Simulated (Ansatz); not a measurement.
`COCBCl` + `[OH][GeH3]` → `ClBC[O][GeH3]` + CH₃OH  (substitution at a C–O bond)

Program: Ansatz. Geometries: PBE0-D4/def2-TZVP. ΔE: electronic, gas phase. CBS: MP2 limit from def2 TZ/QZ plus the TZ coupled-cluster correction, frozen cores. This one scheme is used for every species. DFT in def2-TZVPP. B3LYP here is the variant with VWN-RPA as its local correlation; programs differ in this. For Ge outer-core shells are correlated without core-valence functions, which leaves a few kJ/mol of doubt a bond. Scalar relativity is left out up to krypton. Each species was taken in one conformer, which may not be the lowest.

Problem. Is it downhill or uphill in electronic energy at CCSD(T)/CBS, and by how much? (Best estimate.)

Solution. Ansatz gave: Uphill: ΔE = +13.4 kJ/mol.

Problem. What do these levels give: B3LYP-D4, ωB97X-V, ωB97M-V, PBE, PBE0, B3LYP, HF/def2-TZVPP, MP2/def2-TZVPP, SCS-MP2/def2-TZVPP, CCSD/def2-TZVPP, MP2/CBS(def2), CCSD/CBS(def2)? (Best estimate.)

Solution. Computed: B3LYP-D4 13.4, ωB97X-V 15.0, ωB97M-V 15.2, PBE 16.0, PBE0 15.8, B3LYP 15.7, HF/def2-TZVPP 14.9, MP2/def2-TZVPP 15.4, SCS-MP2/def2-TZVPP 14.8, CCSD/def2-TZVPP 14.4, MP2/CBS(def2) 14.3, CCSD/CBS(def2) 13.3 kJ/mol.

Largest T1 diagnostic among the species: 0.012.
